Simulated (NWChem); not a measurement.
System: SnS, singlet; SMILES [S]=[Sn]

Here is an NWChem input.

```
start job
memory heap 200 mb stack 900 mb global 1100 mb
geometry units angstroms
  Sn     0.013823    -0.007528    -0.474334
  S     -0.051177     0.027872     1.756066
end
basis spherical
  * library def2-svp
end
ecp
  Sn library def2-ecp
end
dft
  xc pbe0
  iterations 150
end
driver
  maxiter 120
end
task dft optimize
dft
  grid fine
  convergence energy 1d-8 density 1d-7
end
task dft freq numerical
```

Parts of the log:

```
             Northwest Computational Chemistry Package (NWChem) 7.3.0
             --------------------------------------------------------

 ORDER OF PRIMARY AXIS IS BEING SET TO 4
 C4V symmetry detected

                             Geometry "geometry" -> ""
                             -------------------------

 Output coordinates in angstroms (scale by  1.889725989 to convert to a.u.)

  No.       Tag          Charge          X              Y              Z
 ---- ---------------- ---------- -------------- -------------- --------------
    1 Sn                  50.0000     0.00000000     0.00000000    -0.54100066
    2 S                   16.0000     0.00000000     0.00000000     1.69062707

 Effective nuclear repulsion energy (a.u.)     189.7009047406

      Symmetry information
      --------------------

 Group name             C4v
 Group number             18
 Group order               8
 No. of unique centers     2

                                Z-matrix (autoz)
                                --------

 Units are Angstrom for bonds and degrees for angles

      Type          Name      I     J     K     L     M      Value
      ----------- --------  ----- ----- ----- ----- ----- ----------
    1 Stretch                  1     2                       2.23163

                           NWChem Geometry Optimization
                           ----------------------------

 maximum gradient threshold         (gmax) =   0.000450
 rms gradient threshold             (grms) =   0.000300
 maximum cartesian step threshold   (xmax) =   0.001800
 rms cartesian step threshold       (xrms) =   0.001200
 fixed trust radius                (trust) =   0.300000
 source of zmatrix                         =   autoz

          -------------------
          Energy Minimization
          -------------------

 Using diagonal initial Hessian
 Scaling for Hessian diagonals: bonds = 1.00  angles = 0.25  torsions = 0.10

          --------
          Step   0

                                 NWChem DFT Module
                                 -----------------

 Summary of "ao basis" -> "ao basis" (spherical)
 ------------------------------------------------------------------------------
       Tag                 Description            Shells   Functions and Types
 ---------------- ------------------------------  ------  ---------------------
 Sn                         def2-svp                10       26   4s4p2d
 S                          def2-svp                 8       18   4s3p1d

      Symmetry analysis of basis
      --------------------------

        a1         18
        a2          0
        b1          3
        b2          3
        e          20

            General Information
            -------------------
          SCF calculation type: DFT
          Wavefunction type:  closed shell.
          No. of atoms     :     2
          No. of electrons :    38
           Alpha electrons :    19
            Beta electrons :    19
          Charge           :     0
          Spin multiplicity:     1
          Use of symmetry is: on ; symmetry adaption is: on
          Maximum number of iterations: 150
          AO basis - number of functions:    44
                     number of shells:    18
          Convergence on energy requested:  1.00D-06
          Convergence on density requested:  1.00D-05
          Convergence on gradient requested:  5.00D-04

              XC Information
              --------------
                         PBE0 Method XC Functional
                     Hartree-Fock (Exact) Exchange  0.250
          PerdewBurkeErnzerhof Exchange Functional  0.750
            Perdew 1991 LDA Correlation Functional  1.000 local
           PerdewBurkeErnz. Correlation Functional  1.000 non-local

             Grid Information
             ----------------
          Grid used for XC integration:  medium
          Radial quadrature: Mura-Knowles
          Angular quadrature: Lebedev.
          Tag              B.-S. Rad. Rad. Pts. Rad. Cut. Ang. Pts.
          ---              ---------- --------- --------- ---------
          Sn                  1.45      123           8.0       590
          S                   1.00       88           9.0       590
          Grid pruning is: on
          Number of quadrature shells:   211
          Spatial weights used:  Erf1

      Superposition of Atomic Density Guess
      -------------------------------------

 Sum of atomic energies:        -646.44306146

      Non-variational initial energy
      ------------------------------

 Total energy =    -610.713796
 1-e energy   =   -1091.937700
 2-e energy   =     397.755506
 HOMO         =      -0.278668
 LUMO         =      -0.042987

      Symmetry analysis of molecular orbitals - initial
      -------------------------------------------------

 !! scf_movecs_sym_adapt:    6 vectors were symmetry contaminated

  Symmetry fudging

 !! scf_movecs_sym_adapt:    6 vectors were symmetry contaminated

  Numbering of irreducible representations:

     1 a1          2 a2          3 b1          4 b2          5 e

  Orbital symmetries:

[...]

      ----------------------
      Optimization converged
      ----------------------

  Step       Energy      Delta E   Gmax     Grms     Xrms     Xmax
  ---- ---------------- -------- -------- -------- -------- --------
@    2    -612.27053416 -7.0D-09  0.00001  0.00001  0.00007  0.00011
                                     ok       ok       ok       ok

                                Z-matrix (autoz)
                                --------

 Units are Angstrom for bonds and degrees for angles

      Type          Name      I     J     K     L     M      Value     Gradient
      ----------- --------  ----- ----- ----- ----- ----- ---------- ----------
    1 Stretch                  1     2                       2.22255   -0.00001

                         Geometry "geometry" -> "geometry"
                         ---------------------------------

 Output coordinates in angstroms (scale by  1.889725989 to convert to a.u.)

  No.       Tag          Charge          X              Y              Z
 ---- ---------------- ---------- -------------- -------------- --------------
    1 Sn                  50.0000     0.00000000     0.00000000    -0.53646101
    2 S                   16.0000     0.00000000     0.00000000     1.68608742

 Effective nuclear repulsion energy (a.u.)     190.4758494825

      Symmetry information
      --------------------

 Group name             C4v
 Group number             18
 Group order               8
 No. of unique centers     2

                Final and change from initial internal coordinates
                --------------------------------------------------

                                Z-matrix (autoz)
                                --------

 Units are Angstrom for bonds and degrees for angles

      Type          Name      I     J     K     L     M      Value       Change
      ----------- --------  ----- ----- ----- ----- ----- ---------- ----------
    1 Stretch                  1     2                       2.22255   -0.00908

 ==============================================================================
                                internuclear distances
 ------------------------------------------------------------------------------
       center one      |      center two      | atomic units |  angstroms
 ------------------------------------------------------------------------------
    2 S                |   1 Sn               |     4.20001  |     2.22255
 ------------------------------------------------------------------------------
                         number of included internuclear distances:          1
 ==============================================================================

[second-derivative integrals and response iterations left out]

  Vibrational analysis via the FX method

  See chapter 2 in "Molecular Vibrations" by Wilson, Decius and Cross

  Vib: Default input used

[...]

 Rotational Constants
 --------------------
 A=   0.000000 cm-1  (  0.000000 K)
 B=   0.135685 cm-1  (  0.195216 K)
 C=   0.135685 cm-1  (  0.195216 K)

 Temperature                      =   298.15K
 frequency scaling parameter      =   1.0000

 Linear Molecule

 Zero-Point correction to Energy  =    0.715 kcal/mol  (  0.001139 au)
 Thermal correction to Energy     =    2.336 kcal/mol  (  0.003722 au)
 Thermal correction to Enthalpy   =    2.928 kcal/mol  (  0.004666 au)

 Total Entropy                    =   58.112 cal/mol-K
   - Translational                =   40.906 cal/mol-K (mol. weight = 149.8739)
   - Rotational                   =   16.549 cal/mol-K (symmetry #  =        1)
   - Vibrational                  =    0.657 cal/mol-K

 Cv (constant volume heat capacity) =    6.215 cal/mol-K
   - Translational                  =    2.979 cal/mol-K
   - Rotational                     =    1.986 cal/mol-K
   - Vibrational                    =    1.249 cal/mol-K

[normal modes left out]

 ----------------------------------------------------------------------------
 Normal Eigenvalue ||           Projected Infra Red Intensities
  Mode   [cm**-1]  || [atomic units] [(debye/angs)**2] [(KM/mol)] [arbitrary]
 ------ ---------- || -------------- ----------------- ---------- -----------
    1       -0.000 ||    0.000000           0.000         0.000       0.000
    2        0.000 ||    0.000747           0.017         0.728       1.115
    3        0.000 ||    0.000747           0.017         0.728       1.115
    4        0.000 ||    0.002754           0.064         2.685       4.112
    5        0.000 ||    0.002754           0.064         2.685       4.112
    6      500.192 ||    0.033186           0.766        32.352      49.546
 ----------------------------------------------------------------------------
```

Level: PBE0/def2-SVP with def2 effective core potentials on Sn. Low-valent species are run as closed-shell singlets; no triplet was tried in these runs. def2 effective core potentials on Sn; no spin-orbit coupling.
